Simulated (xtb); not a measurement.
Cl$_{4}$Zr, singlet, at a GFN2-xTB geometry (such geometries of metal compounds can be far from the true shape); xtb 6.7.1 with GFN1-xTB.

xtb was given this input:
```
$ xtb mol.xyz --gfn 1 --grad --json

# file mol.xyz
5

Zr    -0.00000000     0.00000000     0.00000000
Cl     1.79919529    -0.56519177    -1.22978742
Cl     0.64651622     0.46587134     2.10568355
Cl    -0.98544887     1.81277582    -0.90092002
Cl    -1.46026264    -1.71345538     0.02502389
```

Problem. What does xtb print? Leave out banner, timings and long lists.

Solution. 
```
   ID    Z sym.   atoms
    1   40 Zr     1
    2   17 Cl     2-5

           -------------------------------------------------
          |                Calculation Setup                |
           -------------------------------------------------

           -------------------------------------------------
          |                 G F N 1 - x T B                 |
           -------------------------------------------------

          ...................................................
          :                      SETUP                      :
          :.................................................:
          :  # basis functions                  50          :
          :  # atomic orbitals                  45          :
          :  # shells                           15          :
          :  # electrons                        32          :
          :  # halogen bonds                     0          :
          :  max. iterations                   250          :
          :  Hamiltonian                  GFN1-xTB          :
          :  restarted?                      false          :
          :  GBSA solvation                  false          :
          :  PC potential                    false          :
          :  electronic temp.          300.0000000     K    :
          :  accuracy                    1.0000000          :
          :  -> integral cutoff          0.2500000E+02      :
          :  -> integral neglect         0.1000000E-07      :
          :  -> SCF convergence          0.1000000E-05 Eh   :
          :  -> wf. convergence          0.2000000E-04 e    :
          :  Broyden damping             0.4000000          :
          :  net charge                          0          :
          :  unpaired electrons                  0          :
          ...................................................

 iter      E             dE          RMSdq      gap      omega  full diag
   1    -18.7337878 -0.187338E+02  0.825E+00    3.98       0.0  T
   2    -18.7414393 -0.765155E-02  0.452E+00    3.33       1.0  T
   3    -18.7380788  0.336047E-02  0.192E+00    3.79       1.0  T
   4    -18.7436387 -0.555990E-02  0.161E-01    3.44       1.0  T
   5    -18.7436558 -0.170778E-04  0.167E-02    3.46       2.7  T
   6    -18.7436572 -0.135947E-05  0.255E-03    3.45      17.6  T
   7    -18.7436572 -0.165986E-07  0.209E-04    3.45     213.9  T
   8    -18.7436572 -0.123929E-09  0.316E-06    3.45   14146.4  T
[...]
         :: total energy             -18.670648628753 Eh    ::
[...]
        19                         -0.3462168              -9.4210
        20                         -0.3462168              -9.4210
        21                         -0.3462168              -9.4210
        22                         -0.0849923              -2.3128
        23                         -0.0840848              -2.2881
        24                         -0.0840848              -2.2881
        25                         -0.0840848              -2.2881
        26                         -0.0813878              -2.2147
        27                         -0.0813878              -2.2147
       ...                                ...                  ...
        45                          0.4582700              12.4702
      -------------------------------------------------------------
                  HL-Gap            0.1269609 Eh            3.4548 eV
             Fermi-level           -0.4408861 Eh          -11.9971 eV

  Mulliken/CM5 charges         n(s)   n(p)   n(d)
     1Zr    1.25482  1.71927   0.472  1.124  1.149
     2Cl   -0.31370 -0.42982   1.820  5.499 -0.005
     3Cl   -0.31370 -0.42982   1.820  5.499 -0.005
     4Cl   -0.31370 -0.42982   1.820  5.499 -0.005
     5Cl   -0.31370 -0.42982   1.820  5.499 -0.005

Wiberg/Mayer (AO) data.
largest (>0.10) Wiberg bond orders for each atom

 ---------------------------------------------------------------------------
     #   Z sym  total        # sym  WBO       # sym  WBO       # sym  WBO
 ---------------------------------------------------------------------------
     1  40 Zr   4.569 --     5 Cl   1.142     2 Cl   1.142     4 Cl   1.142
                             3 Cl   1.142
     2  17 Cl   1.210 --     1 Zr   1.142
     3  17 Cl   1.210 --     1 Zr   1.142
     4  17 Cl   1.210 --     1 Zr   1.142
     5  17 Cl   1.210 --     1 Zr   1.142
 ---------------------------------------------------------------------------

Topologies differ in total number of bonds
Writing topology from bond orders to xtbtopo.mol

 dipole moment from electron density (au)
     X       Y       Z
  -0.0000  -0.0000  -0.0000  total (Debye):    0.000

           -------------------------------------------------
          | TOTAL ENERGY              -18.670648628753 Eh   |
          | GRADIENT NORM               0.024643169230 Eh/α |
          | HOMO-LUMO GAP               3.454782201620 eV   |
           -------------------------------------------------

normal termination of xtb
```
